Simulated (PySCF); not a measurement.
# Electron correlation in Ne²⁺ (neon, charge +2)

[He] 2s1 2p5, high-spin 3P determinant (an excited configuration). Computed with PySCF 2.14 in dyall-av3z (15s9p3d2f, 71 functions), with the spin-free X2C one-electron Hamiltonian (Gaussian nucleus). Frozen: 1s2; 6 electrons correlated; the 13 highest virtual orbitals of each spin left out.

```
  level  correlation energy (mhartree)
   CCSD                        -208.89
    (T)                          -3.62
CCSD(T)                        -212.51
```

Diagnostics: T1 = 0.0034, D1 = 0.0081, largest double amplitude 0.038.

Cost of the coupled-cluster step: roughly 4 core-seconds, for 6 correlated electrons.

Iterations:

```
CC2 = 0
CCSD nocc = (np.int64(4), np.int64(2)), nmo = (57, 57)
frozen orbitals [[0, 58, 59, 60, 61, 62, 63, 64, 65, 66, 67, 68, 69, 70], [0, 58, 59, 60, 61, 62, 63, 64, 65, 66, 67, 68, 69, 70]]
max_cycle = 100
direct = 0
conv_tol = 1e-08
conv_tol_normt = 1e-06
diis_space = 8
diis_start_cycle = 0
Init t2, MP2 energy = -0.187625582759986
Init E_corr(UCCSD) = -0.187625582779274
cycle = 1  E_corr(UCCSD) = -0.202210090289829  dE = -0.0145845075  norm(t1,t2) = 0.0324807
cycle = 2  E_corr(UCCSD) = -0.206128874880283  dE = -0.00391878459  norm(t1,t2) = 0.0145973
cycle = 3  E_corr(UCCSD) = -0.208984133663563  dE = -0.00285525878  norm(t1,t2) = 0.00723201
cycle = 4  E_corr(UCCSD) = -0.208874447472064  dE = 0.000109686191  norm(t1,t2) = 0.00101402
cycle = 5  E_corr(UCCSD) = -0.208888896487431  dE = -1.44490154e-05  norm(t1,t2) = 0.000248772
cycle = 6  E_corr(UCCSD) = -0.208892687312932  dE = -3.7908255e-06  norm(t1,t2) = 7.91128e-05
cycle = 7  E_corr(UCCSD) = -0.208892036222068  dE = 6.51090865e-07  norm(t1,t2) = 4.04715e-05
cycle = 8  E_corr(UCCSD) = -0.208891159745801  dE = 8.76476267e-07  norm(t1,t2) = 0.000114167
cycle = 9  E_corr(UCCSD) = -0.208891444554674  dE = -2.84808873e-07  norm(t1,t2) = 3.17891e-06
cycle = 10  E_corr(UCCSD) = -0.208891369640724  dE = 7.491395e-08  norm(t1,t2) = 7.07502e-07
cycle = 11  E_corr(UCCSD) = -0.208891350048125  dE = 1.95925994e-08  norm(t1,t2) = 1.94381e-07
cycle = 12  E_corr(UCCSD) = -0.208891351570357  dE = -1.52223287e-09  norm(t1,t2) = 5.85817e-08
UCCSD converged
E(UCCSD) = -125.7501972399913  E_corr = -0.2088913515703574
UCCSD(T) correction = -0.00362197211510511
```
